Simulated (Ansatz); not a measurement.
Species: C2H7ClSi2, net charge 0, singlet state. SMILES: C=C[SiH2][SiH2]Cl
Coordinates optimised at B3LYP-D3(BJ)/def2-TZVP (Ansatz, an electronic-structure program):
```xyz
12

C     -3.1280     0.4618    -0.0070
C     -1.9262     0.3177    -0.5623
Si    -0.8021    -1.1309    -0.2418
Si     1.1438    -0.3708     0.8236
Cl     1.9558     1.1354    -0.3658
H     -3.5450    -0.2844     0.6609
H     -3.7496     1.3307    -0.1961
H     -1.5643     1.1043    -1.2200
H     -1.4954    -2.1191     0.6227
H     -0.3944    -1.7872    -1.5089
H      0.8621     0.2210     2.1512
H      2.1781    -1.4193     0.9788
```

Wanted: vertical ionisation energy (to the doublet state of charge +1; each state is the SCF solution reached for its spin; for the doublet T1 is 0.082), in eV. Valence correlation only, unless marked. UHF or UKS for open shells. No spin-orbit coupling. Non-relativistic. CBS marks a two-point X^-3 extrapolation of the correlation energy; Hartree-Fock from the larger set. [CCSD(T)-MP2]/basis is that difference in the basis named.

```tsv
level	program	vertical ionisation energy (eV)
SVWN5/def2-TZVPD	Ansatz	9.27
B3LYP/def2-TZVPD	Ansatz	…
BHLYP/def2-TZVPD	Ansatz	9.57
CAM-B3LYP/def2-TZVPD	Ansatz	…
wB97M-V/def2-TZVPD	Ansatz	9.71
SCS-MP2/aug-cc-pV(D+d)Z	Ansatz	10.24
RI-MP2/CBS(aug-cc-pV(T+d)Z,aug-cc-pV(Q+d)Z)+[CCSD(T)-MP2]/aug-cc-pV(T+d)Z	Ansatz	9.96
```

**Question.** Fill in the missing entries.

**Answer.** 
- B3LYP/def2-TZVPD, vertical ionisation energy (eV): 9.41
- CAM-B3LYP/def2-TZVPD, vertical ionisation energy (eV): 9.67
